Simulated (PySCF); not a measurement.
SMILES O(CC)[SiH](OCC)C (C5H14O2Si), GFN2-xTB optimised geometry.

```
22

Si    -1.44    -1.99     0.00
C     -2.24    -2.78     1.52
O      0.19    -1.99     0.00
C      1.10    -1.49     0.94
C      2.51    -1.56     0.39
O     -2.09    -0.50     0.00
C     -1.78     0.57    -0.84
C     -2.16     1.88    -0.16
H     -1.61    -2.72    -1.25
H     -2.12    -2.16     2.41
H     -1.79    -3.74     1.73
H     -3.30    -2.93     1.38
H      0.84    -0.45     1.18
H      1.03    -2.07     1.87
H      2.76    -2.60     0.15
H      3.22    -1.18     1.11
H      2.58    -0.98    -0.53
H     -0.71     0.57    -1.08
H     -2.33     0.46    -1.78
H     -1.60     2.00     0.77
H     -1.94     2.72    -0.81
H     -3.22     1.87     0.08
```

Density from PySCF 2.14.0 with CAM-B3LYP/def2-SVP at that geometry.

Minimum of the electron density along straight lines between bonded atoms, close to the bond critical point (lines longer than 1.1 times the sum of covalent radii, or with two minima, are not listed):

```tsv
bond	length / Å	ρ at the minimum / e bohr⁻³	∇²ρ there / e bohr⁻⁵	position (fraction from the first atom)
Si1–C2	1.892	0.115	0.32	0.38
Si1–O3	1.629	0.127	1.07	0.41
O3–C4	1.404	0.255	-0.35	0.66
C4–C5	1.522	0.252	-0.61	0.51
Si1–O6	1.627	0.129	1.08	0.41
O6–C7	1.403	0.255	-0.32	0.66
C7–C8	1.522	0.252	-0.61	0.51
Si1–H9	1.458	0.121	0.34	0.49
C2–H10	1.087	0.271	-0.98	0.63
C2–H11	1.085	0.272	-0.98	0.63
C2–H12	1.084	0.273	-0.99	0.63
C4–H13	1.097	0.281	-1.06	0.63
C4–H14	1.097	0.281	-1.06	0.63
C5–H15	1.087	0.278	-1.04	0.63
C5–H16	1.087	0.276	-1.02	0.63
C5–H17	1.087	0.277	-1.03	0.63
C7–H18	1.097	0.282	-1.07	0.63
C7–H19	1.097	0.282	-1.07	0.63
C8–H20	1.087	0.277	-1.03	0.63
C8–H21	1.087	0.276	-1.02	0.63
C8–H22	1.087	0.278	-1.04	0.63
```
